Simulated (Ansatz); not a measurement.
Cost and result up the ladder for NbO₃H (the lowest singlet isomer of a short search) (5 atoms). The state is a singlet with charge 0. Geometry: B3LYP-D4/def2-TZVP.

```xyz
5

Nb    0.060    0.707   -0.185
O    -0.918    1.174    1.156
O     1.699    1.121    0.163
O    -0.151   -1.136   -0.724
H    -0.690   -1.866   -0.410
```

Ansatz on 2 threads of Arm Neoverse V2 on a shared host. Times are rough, and most runs start from the orbitals of an earlier one. PBE0-D4/def2-TZVPD serves as the yardstick here, not as an exact answer. Differences are given only for rows in sets of like size (and for xTB, whose basis is part of the method), since another set adds its own error. Binding counts from free atoms at the same level (Nb sextet, O triplet, H doublet; other spins of the atoms weren't run), without zero-point energy or a counterpoise term.

In the def2 sets Nb takes a core potential; there is no spin–orbit coupling. B3LYP takes the VWN-RPA correlation. HSE06 is defined as in plane-wave codes, on full-range PBE exchange. Correlated methods freeze 3 core orbitals; core or outer-core shells of Nb are correlated, in sets that lack core-valence functions. The structure comes from a short search, and lower isomers may exist.

Correlated methods converge slowly with the basis.

```json
{"level": "CCSD(T)/def2-TZVPP", "functions": "163", "binding energy per atom (eV)": "4.73", "difference from PBE0-D4/def2-TZVPD (eV)": "0.08", "remarks": "test for broken spin undecided"}
{"level": "MP2/def2-TZVP", "functions": "139", "binding energy per atom (eV)": "5.09", "difference from PBE0-D4/def2-TZVPD (eV)": "0.44", "remarks": "test for broken spin undecided"}
{"level": "PBE-D4/def2-TZVP (with forces)", "functions": "139", "binding energy per atom (eV)": "5.07", "difference from PBE0-D4/def2-TZVPD (eV)": "0.42", "remarks": "–"}
{"level": "PBE0-D4/def2-TZVPD", "functions": "169", "binding energy per atom (eV)": "4.65", "difference from PBE0-D4/def2-TZVPD (eV)": "0.00", "remarks": "–"}
{"level": "HSE06-D4/def2-TZVP", "functions": "139", "binding energy per atom (eV)": "4.65", "difference from PBE0-D4/def2-TZVPD (eV)": "0.00", "remarks": "–"}
{"level": "B3LYP-D4/def2-TZVP", "functions": "139", "binding energy per atom (eV)": "4.77", "difference from PBE0-D4/def2-TZVPD (eV)": "0.12", "remarks": "–"}
{"level": "PBE0-D4/def2-SVP", "functions": "78", "binding energy per atom (eV)": "4.69", "difference from PBE0-D4/def2-TZVPD (eV)": "–", "remarks": "–"}
{"level": "r2SCAN-D4/def2-TZVP", "functions": "139", "binding energy per atom (eV)": "4.80", "difference from PBE0-D4/def2-TZVPD (eV)": "0.15", "remarks": "–"}
{"level": "PBE-D4/def2-SVP", "functions": "78", "binding energy per atom (eV)": "5.15", "difference from PBE0-D4/def2-TZVPD (eV)": "–", "remarks": "–"}
{"level": "r2SCANh-D4/def2-TZVP", "functions": "139", "binding energy per atom (eV)": "4.65", "difference from PBE0-D4/def2-TZVPD (eV)": "0.00", "remarks": "–"}
{"level": "LDA (SPW92)/def2-TZVP", "functions": "139", "binding energy per atom (eV)": "5.81", "difference from PBE0-D4/def2-TZVPD (eV)": "1.16", "remarks": "–"}
{"level": "HF/def2-TZVP", "functions": "139", "binding energy per atom (eV)": "2.42", "difference from PBE0-D4/def2-TZVPD (eV)": "-2.23", "remarks": "–"}
{"level": "PBE0-D4/def2-TZVP", "functions": "139", "binding energy per atom (eV)": "4.64", "difference from PBE0-D4/def2-TZVPD (eV)": "-0.01", "remarks": "–"}
{"level": "B97M-V/def2-TZVP", "functions": "139", "binding energy per atom (eV)": "4.73", "difference from PBE0-D4/def2-TZVPD (eV)": "0.08", "remarks": "–"}
```

Question: Estimate how long each takes.

Answer: HF/def2-TZVP 0.65 s; LDA (SPW92)/def2-TZVP 0.75 s; PBE-D4/def2-SVP 0.8 s; PBE0-D4/def2-SVP 0.95 s; MP2/def2-TZVP 1.1 s; PBE0-D4/def2-TZVP 1.4 s; PBE-D4/def2-TZVP (with forces) 1.5 s; HSE06-D4/def2-TZVP 1.6 s; B3LYP-D4/def2-TZVP 1.8 s; PBE0-D4/def2-TZVPD 2.3 s; r2SCAN-D4/def2-TZVP 2.6 s; r2SCANh-D4/def2-TZVP 2.9 s; B97M-V/def2-TZVP 6 s; CCSD(T)/def2-TZVPP 56 s. On shared hardware such times vary by a factor of up to 3.
